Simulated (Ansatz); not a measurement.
The cluster Si5H2, relaxed as a singlet with RKS B3LYP-D4/def2-SVP in Ansatz, starting from the GFN1-xTB geometry. Force threshold 0.02 eV/Å.

The structure comes from a short search, and lower isomers may exist.

Start:

```csv
atom,x (Å),y (Å),z (Å)
Si1,0.7641,-1.6288,0.4784
Si2,0.5544,1.3541,1.1497
Si3,-1.0944,-0.0765,-0.0084
Si4,1.1026,0.2758,-0.8890
Si5,-0.4743,-0.5388,2.2451
H6,-2.3765,-0.0095,-0.7152
H7,1.5241,0.6236,-2.2607
```

Question: Estimate the energy that the relaxation releases and the steps that it takes.

Answer: 10.7 kJ/mol, in 5 steps; 8 s on 4 threads of Arm Neoverse V2 on a shared host. No frequencies were taken in this run, so the end may be a saddle point.

Question: Does the start keep its bonding and symmetry?

Answer: By distances, no bond broke or formed. The bond that changes most is Si3–Si4, from 2.39 to 2.30 Å (atoms count from 1). Point group Cs at the start, Cs at the end, both within 0.05 Å.

Question: Predict the relaxed structure.

Answer: 
```
atom   x (Å)   y (Å)   z (Å)
 Si1   0.858  -1.580   0.528
 Si2   0.653   1.302   1.179
 Si3  -1.076  -0.076  -0.004
 Si4   1.015   0.273  -0.888
 Si5  -0.564  -0.538   2.204
  H6  -2.356   0.001  -0.750
  H7   1.471   0.617  -2.269
```
Bond lengths: 8 × Si–Si 2.30 to 2.51 Å; 2 × H–Si 1.48 to 1.49 Å.
